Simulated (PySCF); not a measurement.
The same groups moved round the core (styrene fluoro+silyl). Isolated molecules, 0 K electronic values unless said otherwise. One relaxed conformer stands for each flexible species; it need not be the lowest. Strings in code marks are SMILES.

The four lowest singlet excitations (Tamm–Dancoff). Computed with PBE-D3(BJ)/def2-TZVP // PBE0-D3(BJ)/def2-SVP in PySCF. Excitations are Tamm–Dancoff values on a coarser integration grid. The basis has no diffuse functions, so Rydberg states are missing or too high.

| state | energy (eV) | wavelength (nm) | oscillator strength |
|---|---|---|---|
| S1 | 4.24 | 293 | 0.092 |
| S2 | 4.76 | 260 | 0.555 |
| S3 | 5.34 | 232 | 0.164 |
| S4 | 5.39 | 230 | 0.015 |

Problem. Which member gives these states?
(A) `C=C([SiH3])c1ccc(F)cc1` (Si–C–C–C torsion 33°)
(B) `C=C([SiH3])c1ccccc1F` (Si–C–C–C torsion 145°)
(C) `C=C(F)c1ccccc1[SiH3]` (F–C–C–C torsion 157°)
(D) `C=Cc1ccc([SiH3])cc1F` (C–C–C–C torsion 0°)

Solution. D, `C=Cc1ccc([SiH3])cc1F` (C–C–C–C torsion 0°)
